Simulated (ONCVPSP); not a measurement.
## Cutoff test, aluminium, ONCV

aluminium, optimised norm-conserving Vanderbilt (ONCV), made with ONCVPSP 4.0.1 (PBE, non-relativistic). Core [Ne], reference 3s1 (charge +2). Waves: 3s: rc 1.80 bohr, ncon 4, nbas 8, qcut 3.6 1/bohr, 2 projectors, debl 3.4 Ha; p scattering state at 0.44 Ha: rc 1.35 bohr, ncon 3, nbas 8, qcut 5.9 1/bohr, 2 projectors, debl 1.4 Ha. Local part: polynomial inside 1.15 bohr (lpopt 3, dvloc0 -1 Ha). Core correction: Teter function, fcfact 1.75, rcfact 1.15.

For each optimised wave give the share of its norm inside rc, the residual kinetic energy above qcut (Ha) and the cutoffs (Ha) for errors of 10, 1, 0.1 and 0.01 mHa per electron.

```json
{"wave": "3s", "norm inside rc": "0.326", "residual KE": "7.5e-04", "10 mHa": "4.1", "1 mHa": "6.2", "0.1 mHa": "19.4", "0.01 mHa": "47.4"}
{"wave": "s projector 2", "norm inside rc": "0.062", "residual KE": "2.7e-02", "10 mHa": "7.3", "1 mHa": "15.6", "0.1 mHa": "34.6", "0.01 mHa": "55.2"}
{"wave": "p projector 1", "norm inside rc": "0.072", "residual KE": "5.3e-04", "10 mHa": "3.0", "1 mHa": "11.4", "0.1 mHa": "113.3", "0.01 mHa": "206.4"}
{"wave": "p projector 2", "norm inside rc": "0.072", "residual KE": "1.3e-02", "10 mHa": "19.3", "1 mHa": "104.8", "0.1 mHa": "205.7", "0.01 mHa": "not reached"}
```

The occupied waves need 6.2 Ha and 19 Ha for 1 and 0.1 mHa. Note: ghosts flagged at negative energy: p at -44.6 eV; GHOST(+) flagged for s at 102.7 eV. A true bound ghost makes a file unfit for plane-wave use.
